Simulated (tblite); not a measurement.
Distances in Å between the heavy atoms of a computed structure (GFN2-xTB; lower triangle, same order across):
```
C1    0.00
C2    1.52  0.00
P3    2.82  1.89  0.00
C4    3.54  2.90  1.87  0.00
Si5   4.42  4.31  3.57  1.86  0.00
C6    3.98  2.86  1.82  1.32  3.04  0.00
O7    5.09  3.80  2.99  2.52  3.95  1.32  0.00
C8    5.51  4.04  3.42  3.64  5.27  2.32  1.42  0.00
```

Hydrogens: 3 on C1, 2 on C2, 3 on Si5, 3 on C8.

Charge 0, singlet.

Which heavy atoms are bonded, and with what formal order?

C1–C2 (single); C2–P3 (single); P3–C4 (single); C4–Si5 (single); C4–C6 (double); C6–O7 (single); O7–C8 (single); P3–C6 (single).

Which species is it?

`CCP1C([SiH3])=C1OC`, C5H11OPSi. Among its features: C=C double bond, ether, Si–H bond, C–Si bond and phosphine.

Which rings does it hold (smallest set)?

P3–C4–C6 (3 members).

Classify the heavy atoms.

C1: methyl carbon; C2: sp3 carbon bound to phosphorus; P3: phosphine phosphorus; C4: fully substituted alkene carbon; Si5: SiH3 silicon; C6: vinylic carbon bearing oxygen; O7: ether oxygen; C8: methoxy carbon.

Conformer computed: `[CH3:1][CH2:2][P:3]1[C:4]([SiH3:5])=[C:6]1[O:7][CH3:8]`: C1–C2–P3–C4 -83°, C4–C6–O7–C8 -179°.
